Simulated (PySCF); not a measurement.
C$_{6}$H$_{12}$Ge, singlet, geometry from GFN2-xTB; CASSCF(2,3)/STO-3G run with PySCF.

Here is a job for PySCF.
```python
from pyscf import gto, scf, mcscf
import numpy

mol = gto.Mole()
mol.atom = '''
    Ge    0.02558675    0.28814096   -0.00719103
    C     1.53800747   -0.96659068    0.34839759
    C     2.79901463   -0.22710625    0.61054184
    C     3.81854835   -0.16450247   -0.22758896
    C    -1.68570499   -0.69668062   -0.30688790
    C    -2.79792148    0.23941660   -0.61084906
    C    -3.78680407    0.52198548    0.21866738
    H     0.35083161    1.14891961   -1.20195057
    H    -0.13773764    1.25080298    1.14206153
    H     1.65467348   -1.62912105   -0.51022438
    H     1.27172108   -1.57652598    1.21425288
    H     2.84030932    0.30069276    1.55542801
    H     4.70932936    0.39638659   -0.00237119
    H     3.80299114   -0.67849986   -1.17510718
    H    -1.53479797   -1.38607088   -1.14031637
    H    -1.91344505   -1.28499220    0.58295090
    H    -2.74977738    0.71881767   -1.58087158
    H    -4.56587231    1.21913128   -0.03794674
    H    -3.85784112    0.06081581    1.19052251
'''
mol.basis = 'sto-3g'
mol.verbose = 4
mol.build()

mf = scf.RHF(mol)
mf.kernel()
mc = mcscf.CASSCF(mf, 3, 2)
mc.fix_spin_(ss=0.0)
mc = mc.newton()
mc.kernel()
occ = numpy.linalg.eigvalsh(mc.fcisolver.make_rdm1(mc.ci, mc.ncas, mc.nelecas))[::-1]
ss = mc.fcisolver.spin_square(mc.ci, mc.ncas, mc.nelecas)[0]
print('natural occupations', occ.round(4), ' <S^2>', round(ss, 4))
```

It wrote (shortened):

```
PySCF version 2.14.0

[INPUT] verbose = 4
[INPUT] num. atoms = 19
[INPUT] num. electrons = 80
[INPUT] charge = 0
[INPUT] spin (= nelec alpha-beta = 2S) = 0
[INPUT] symmetry False subgroup None
[INPUT] Mole.unit = angstrom
[INPUT] Symbol           X                Y                Z      unit          X                Y                Z       unit  Magmom
[INPUT]  1 Ge     0.025586750000   0.288140960000  -0.007191030000 AA    0.048351949918   0.544507499669  -0.013589077254 Bohr   0.0
[INPUT]  2 C      1.538007470000  -0.966590680000   0.348397590000 AA    2.906412895835  -1.826591659757   0.658376027559 Bohr   0.0
[INPUT]  3 C      2.799014630000  -0.227106250000   0.610541840000 AA    5.289371069351  -0.429168613677   1.153756865188 Bohr   0.0
[INPUT]  4 C      3.818548350000  -0.164502470000  -0.227588960000 AA    7.216010574910  -0.310864615114  -0.430080803375 Bohr   0.0
[INPUT]  5 C     -1.685704990000  -0.696680620000  -0.306887900000 AA   -3.185520757913  -1.316535568092  -0.579934081943 Bohr   0.0
[INPUT]  6 C     -2.797921480000   0.239416600000  -0.610849060000 AA   -5.287305315238   0.452431803675  -1.154337426848 Bohr   0.0
[INPUT]  7 C     -3.786804070000   0.521985480000   0.218667380000 AA   -7.156022579688   0.986409598200   0.413221460576 Bohr   0.0
[INPUT]  8 H      0.350831610000   1.148919610000  -1.201950570000 AA    0.662975658740   2.171143402042  -2.271357392565 Bohr   0.0
[INPUT]  9 H     -0.137737640000   1.250802980000   1.142061530000 AA   -0.260286416644   2.363675067990   2.158183509102 Bohr   0.0
[INPUT] 10 H      1.654673480000  -1.629121050000  -0.510224380000 AA    3.126879702781  -3.078592608264  -0.964184340276 Bohr   0.0
[INPUT] 11 H      1.271721080000  -1.576525980000   1.214252880000 AA    2.403204548036  -2.979202330462   2.294605389164 Bohr   0.0
[INPUT] 12 H      2.840309320000   0.300692760000   1.555428010000 AA    5.367406723850   0.568226964040   2.939332945377 Bohr   0.0
[INPUT] 13 H      4.709329360000   0.396386590000  -0.002371190000 AA    8.899342720773   0.749062094550  -0.004480899689 Bohr   0.0
[INPUT] 14 H      3.802991140000  -0.678499860000  -1.175107180000 AA    7.186611708747  -1.282178910956  -2.220630737210 Bohr   0.0
[INPUT] 15 H     -1.534797970000  -1.386070880000  -1.140316370000 AA   -2.900347819838  -2.619294352435  -2.154885634658 Bohr   0.0
[INPUT] 16 H     -1.913445050000  -1.284992200000   0.582950900000 AA   -3.615887098905  -2.428283330202   1.101617545069 Bohr   0.0
[INPUT] 17 H     -2.749777380000   0.718817670000  -1.580871580000 AA   -5.196326151724   1.358368529798  -2.987414324308 Bohr   0.0
[INPUT] 18 H     -4.565872310000   1.219131280000  -0.037946740000 AA   -8.628248185635   2.303824229090  -0.071708945920 Bohr   0.0
[INPUT] 19 H     -3.857841120000   0.060815810000   1.190522510000 AA   -7.290263148885   0.114925224944   2.249761489030 Bohr   0.0

nuclear repulsion = 496.179458088688
number of shells = 38
number of NR pGTOs = 180
number of NR cGTOs = 60
basis = sto-3g
ecp = {}

******** <class 'pyscf.scf.hf.RHF'> ********
method = RHF
initial guess = minao
damping factor = 0
level_shift factor = 0
DIIS = <class 'pyscf.scf.diis.CDIIS'>
diis_start_cycle = 1
diis_space = 8
diis_damp = 0
SCF conv_tol = 1e-09
SCF conv_tol_grad = None
SCF max_cycles = 50
direct_scf = True
direct_scf_tol = 1e-13
Set gradient conv threshold to 3.16228e-05
Initial guess from minao.
init E= -2281.60279255734
  HOMO = -0.300814749889968  LUMO = 0.0156727092689084  gap/eV = 8.61206
cycle= 1 E= -2283.01176711081  delta_E= -1.41  |g|= 0.505  |ddm|= 5.22
  HOMO = -0.23380750138263  LUMO = 0.313570126563218  gap/eV = 14.89490
cycle= 2 E= -2283.11875449973  delta_E= -0.107  |g|= 0.101  |ddm|= 0.981
  HOMO = -0.271405520639106  LUMO = 0.303246962185171  gap/eV = 15.63709
cycle= 3 E= -2283.12262183343  delta_E= -0.00387  |g|= 0.0356  |ddm|= 0.188
  HOMO = -0.273351403457224  LUMO = 0.3039349652737  gap/eV = 15.70876
cycle= 4 E= -2283.12311596076  delta_E= -0.000494  |g|= 0.0122  |ddm|= 0.061
  HOMO = -0.27366658829402  LUMO = 0.304416035362906  gap/eV = 15.73043
cycle= 5 E= -2283.12317030033  delta_E= -5.43e-05  |g|= 0.00191  |ddm|= 0.0199
  HOMO = -0.273467616025191  LUMO = 0.304837047056723  gap/eV = 15.73647
cycle= 6 E= -2283.12317280391  delta_E= -2.5e-06  |g|= 0.000568  |ddm|= 0.00447
  HOMO = -0.273610429701569  LUMO = 0.304722274564384  gap/eV = 15.73723
cycle= 7 E= -2283.12317298578  delta_E= -1.82e-07  |g|= 0.00014  |ddm|= 0.00131
  HOMO = -0.273607276913187  LUMO = 0.304721219339915  gap/eV = 15.73712
cycle= 8 E= -2283.12317299679  delta_E= -1.1e-08  |g|= 3.29e-05  |ddm|= 0.000338
  HOMO = -0.273605219099764  LUMO = 0.304721998077755  gap/eV = 15.73709
cycle= 9 E= -2283.12317299738  delta_E= -5.96e-10  |g|= 5.34e-06  |ddm|= 7.88e-05
  HOMO = -0.273605593012413  LUMO = 0.304721096803833  gap/eV = 15.73707
Extra cycle  E= -2283.12317299739  delta_E= -6.37e-12  |g|= 1.9e-06  |ddm|= 9.35e-06
converged SCF energy = -2283.12317299739

******** <class 'pyscf.mcscf.newton_casscf.CASSCF'> ********
CAS (1e+1e, 3o), ncore = 39, nvir = 18
max_cycle_macro = 50
max_cycle_micro = 10
conv_tol = 1e-07
conv_tol_grad = None
orbital rotation max_stepsize = 0.03
augmented hessian ah_max_cycle = 30
augmented hessian ah_conv_tol = 1e-12
augmented hessian ah_linear dependence = 1e-14
augmented hessian ah_level shift = 1e-08
augmented hessian ah_start_tol = 500
augmented hessian ah_start_cycle = 3
augmented hessian ah_grad_trust_region = 3
kf_trust_region = 3
kf_interval = 5
natorb = False
canonicalization = True
internal_rotation = False
******** <class 'pyscf.fci.addons.SpinPenaltyFCISolver'> ********
max. cycles = 50
conv_tol = 1e-08
davidson only = True
linear dependence = 1e-12
level shift = 0.001
max iter space = 12
nroots = 1
pspace_size = 400
spin = None

WARN: SO-CASSCF (Second order CASSCF) is an experimental feature. Its performance is bad for large systems.

CASCI E = -2283.12956580339  dE = -2283.1296  S^2 = 0.0000000
Set conv_tol_grad to 0.000316228
macro 1 (11 JK  7 micro), CASSCF E = -2283.13326057461  dE = -0.003695  |grad|=0.0194  S^2 = 0.0000000
macro 2 (11 JK  7 micro), CASSCF E = -2283.13566481125  dE = -0.002404  |grad|=0.00929  S^2 = 0.0000000
macro 3 (7 JK  3 micro), CASSCF E = -2283.13581737597  dE = -0.0001526  |grad|=0.00331  S^2 = 0.0000000
macro 4 (7 JK  3 micro), CASSCF E = -2283.13584982246  dE = -3.245e-05  |grad|=0.00108  S^2 = 0.0000000
macro 5 (10 JK  6 micro), CASSCF E = -2283.13584990327  dE = -8.081e-08  |grad|=7.78e-05  S^2 = 0.0000000
newton CASSCF converged in 5 macro (10 KF 36 Hx) steps
CASSCF canonicalization
Density matrix diagonal elements [1.9773654  0.01182266 0.01081194]
CASSCF energy = -2283.13584990327
CASCI E = -2283.13584990327  E(CI) = -0.926793137340155  S^2 = 0.0000000
natural occupations [1.9774 0.0118 0.0108]  <S^2> 0.0
```
